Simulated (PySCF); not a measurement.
## A thermochemical cycle for GeCl

PBE in PySCF with def2-TZVPPD on every atom, for the lowest determinant that a PBE0 search found; no spin–orbit coupling. GeCl, a doublet (π ↑), has De = 4.33 eV to neutral atoms, and GeCl⁺, a singlet (closed shell), has De = 4.95 eV to Ge⁺ + Cl.

At the same level the Ge atom ionises at 7.89 eV.

**Question.** What is the adiabatic ionisation energy of the molecule, and does ionisation strengthen or weaken the bond?

**Answer.** IE = IE(Ge) + De(neutral) − De(ion) = 7.89 + 4.33 − 4.95 = 7.27 eV. De changes by +0.62 eV, so ionisation strengthens the bond.

For an ion De counts to the pair picked by the measured ionisation energies or electron affinities, which need not be the lowest pair at this level. States were picked by a PBE0 search and need not be the measured ground states.
